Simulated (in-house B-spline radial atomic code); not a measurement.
The numbers below are computed, except where a source is named.
Two electrons in Ge: a Gaussian well −V exp(−r²/w²) with V = 20.5 meV and w = 43.7 nm

For Ge the NSM archive of the Ioffe Institute lists m_l = 1.6 m0, m_t = 0.08 m0 and ε = 16.2; the model takes one isotropic valley with the conductivity mass 3/(1/m_l + 2/m_t) = 0.117 m0, and so misses anisotropy and the other valleys. All triplets below are those of one valley; with several valleys two electrons can form a triplet in the 1s orbital itself, at an energy set by the valley splitting.

Effective-mass model with parabolic bands, a uniform dielectric constant, no image charges, no central-cell or spin-orbit terms. Two-electron levels come from full CI in B-splines with partial waves to l = 5 (up to 0.001 effective hartree above the limit).

Q: What are the effective units, and what is the potential in them?

A: Ha* = 27211.386 meV × 0.117/16.2² = 12.13 meV and a* = 0.0529177 nm × 16.2/0.117 = 7.327 nm. V = 1.69 Ha* and w = 5.96 a*.

In these units the lowest s and p orbitals lie at -1.254223 and -0.982813, and their Coulomb and exchange integrals are J_ss = 0.418106, J_sp = 0.341117 and K_sp = 0.06661. Full CI gives -2.152781 for the ground singlet, -1.979656 for the sp triplet, -1.891847 for the sp singlet and -1.759968 for the lowest triplet of two s orbitals.

Q: What does it cost to add the second electron, to first order and exactly?

A: To first order E = 2ε_s + J_ss = -2.090340, so the charging energy E(2) − 2E(1) is J_ss = 5.072 meV. CI gives -2.152781 − 2 × (-1.254223) = 0.355665, or 4.315 meV: relaxation and correlation lower it by 0.7575 meV, 14.9 % of J_ss. The s² configuration of one-electron orbitals holds 91.4 % of the state, and the mean radius is 18 nm. The second electron is bound by ε_s − E = 10.9 meV, against 15.22 meV for the first.

Q: How far above the singlet do the triplets lie?

A: To first order the sp triplet lies at ε_s + ε_p + J_sp − K_sp = -1.962532, which is 1.55 meV above 2ε_s + J_ss. CI gives -1.979656 − (-2.152781) = 0.173125, or 2.1 meV, 64 % of the orbital spacing of 3.293 meV. The ss triplet lies 4.765 meV up, so the lower of the two is the sp one, and its gap equals k_BT at 24.4 K. The sp singlet-triplet splitting is 1.065 meV, against 2K_sp = 1.616 meV.
